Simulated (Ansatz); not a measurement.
`BN([SiH3])CC=C` + `[BH2][GeH2][Cl]` → `[SiH3][GeH2][Cl]` + `BN(B)CC=C`  (redistribution)

Computed with Ansatz on PBE0-D4/def2-TZVP structures; ΔE is electronic, products minus reactants. CCSD(T)/CBS adds triple-zeta CCSD(T) − MP2 to the extrapolated MP2 energy (def2 sets, frozen cores). DFT in def2-TZVPP. For Ge outer-core shells are correlated without core-valence functions, which leaves a few kJ/mol of doubt a bond. Scalar relativity is left out up to krypton. Each species was taken in one conformer, which may not be the lowest.

| level | ΔE (kJ/mol) |
| --- | --- |
| r2SCAN-D4 | -97.4 |
| BHLYP | -94.8 |

(1) What does CCSD(T)/CBS give? (An estimate is asked.)

Largest T1 diagnostic among the species: 0.012.

Results:

(1) The calculation gave: -90.1 kJ/mol. The listed levels differ from it by -7.3, -4.7 kJ/mol.

In def2-TZVPP, CCSD(T) changes the Hartree–Fock value by −3.2 kJ/mol (the triples alone add −1.2 kJ/mol) and MP2 by −3.4 kJ/mol. At CCSD(T), def2-SVP lies −11.7 kJ/mol from the extrapolated value and def2-TZVPP −0.2 kJ/mol.
